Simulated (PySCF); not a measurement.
## SbBr from Hartree–Fock to correlated methods

State: ³Σ⁻ (triplet), unpaired electrons π ↑↑. Set-up: Sb x2c-TZVPPall, Br x2c-TZVPPall; spin-free X2C with a Gaussian nucleus (PySCF 2.14). De refers to Sb + Br in their high-spin ground configurations, without counterpoise correction. The functionals are run spin-unrestricted. A positive dipole means Sb(−)Br(+).

```csv
Level,Re (Å),ωe (cm⁻¹),De (eV),μ (D)
UHF,2.508,259,1.44,-2.43
UHF-MP2,2.479,264,2.55,n/a
UHF-SCS-MP2,2.493,259,2.47,n/a
UHF-CCSD,2.491,261,2.38,n/a
UHF-CCSD(T),2.495,259,2.51,n/a
PBE,2.509,251,3.04,-1.71
PW91,2.508,251,3.07,-1.71
BLYP,2.542,239,2.93,-1.85
TPSS,2.506,252,2.97,-1.75
r²SCAN,2.492,260,2.92,-1.74
PBE0,2.486,262,2.84,-1.84
B97-3,2.502,257,2.82,-1.94
ωB97X,2.476,269,2.98,-1.87
```

The bond length runs from 2.476 Å (ωB97X) to 2.542 Å (BLYP). De spans 1.44 eV (UHF, mean field) to 3.07 eV (PW91, GGA). Correlation at CCSD(T) changes the Hartree–Fock bond energy by +1.07 eV; the triples alone change it by +0.13 eV.

Correlated steps freeze 27 core orbitals. Spin–orbit coupling is left out, which matters for elements this heavy, above all for dissociation energies. The state is the lowest determinant that a PBE0 search found; another state may lie lower at other levels.

The whole job (state search and all levels along the bond) took about 12 min on 2 threads of INTEL XEON PLATINUM 8581C @ 2.30GHz (shared host), peak memory 3.6 GiB.
